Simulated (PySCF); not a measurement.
Molecule: SMILES N#Cc1cccc(O)c1. Atoms near the plane z = 1.2 Å, at the GFN2-xTB optimised geometry (x, y, z in Å): N1 (2.0, -2.9, 0.0), C2 (1.4, -1.9, 0.0), C3 (0.7, -0.7, 0.0), C4 (-0.7, -0.7, 0.0), C5 (-1.4, 0.5, 0.0), C6 (-0.7, 1.7, 0.0), C7 (0.7, 1.7, 0.0), O8 (1.3, 2.9, 0.0), C9 (1.4, 0.5, 0.0), H10 (-1.3, -1.6, 0.0), H11 (-2.5, 0.5, 0.0), H12 (-1.2, 2.7, 0.0), H13 (2.3, 2.8, 0.0), H14 (2.5, 0.5, 0.0).

Computed with PySCF with CAM-B3LYP/def2-TZVP. The values are rescaled to run from 0 to 1.

```
|44444444444444444444444444444|
|44444444444444444555444444444|
|44444444444444445555554444444|
|44444444444444455555554444444|
|44444444444444455666555444444|
|44444444444434456777655444444|
|44444444443333345777655444444|
|44444444433222234566555444444|
|44444444432110112345544444444|
|44444444432100000123444444444|
|44444444433210000012344444444|
|44444444444322100012334444444|
|44444445555443321112234444444|
|44444455566665443222334444444|
|44444455567787654333344444444|
|44444455668999876544444444444|
|44444455668999987654444444444|
|44444455567899887654444444444|
|44444455566788776544444444444|
|44444445556666665544344444444|
|44444444555555554433334444444|
|44444444455555544333334444444|
|44444444444554444332333444444|
|44444444444444444433334444444|
|44444444444444444433334444444|
|44444444444444444444444444444|
|44444444444444444444444444444|
|44444444444444444444444444444|
|44444444444444444444444444444|
```
Scale: ten equal steps from 0.000 (start of '0') to 1.00 (end of '9'), in the order '0123456789'; x runs from -5.00 to 5.00, y from -5.00 (bottom) to 5.00 (top).

Question: Which quantity is mapped?
A) electron localisation function
B) electrostatic potential
C) an orbital amplitude
D) log10 of the electron density

Answer: C, an orbital amplitude. In full: HOMO amplitude (bohr^(-3/2)).
